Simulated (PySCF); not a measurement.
# C₆ coefficients of unlike pairs at TPSS

Calculated with PySCF 2.14 from the dipole response of each species, C₆(A,B) = (3/π) ∫ α_A(iu) α_B(iu) du, in atomic units, from isotropic polarisabilities. For ions this is the dispersion term alone; charge-induced terms of lower order in 1/R come first.

| species | configuration | basis | relativity | α (bohr³) | C₆ (like pair) |
| --- | --- | --- | --- | --- | --- |
| O⁺ | [He] 2s2 2p3 (4S) | aug-cc-pwCVQZ (9s8p6d4f2g) | none | 2.701 | 5.357 |
| Ni²⁺ | [Ar] 3d8 (3F) | x2c-TZVPPall with one added diffuse shell each of s, p, d, f type (7s6p5d3f1g) | spin-free X2C | 3.479 | 9.788 |
| Ni³⁺ | [Ar] 3d7 (4F) | x2c-TZVPPall with one added diffuse shell each of s, p, d, f type (7s6p5d3f1g) | spin-free X2C | 1.761 | 4.133 |

Q: Estimate C₆ for Ni³⁺ with O⁺.

A: The integral gives 4.512. The combination rule 2 C_A C_B / (C_A α_B/α_A + C_B α_A/α_B) gives 4.503 and the geometric mean 4.705.

No spin-orbit coupling is included.

The other pairs:

| pair | C₆ |
| --- | --- |
| Ni²⁺, O⁺ | 7.192 |
| Ni³⁺, Ni²⁺ | 6.257 |
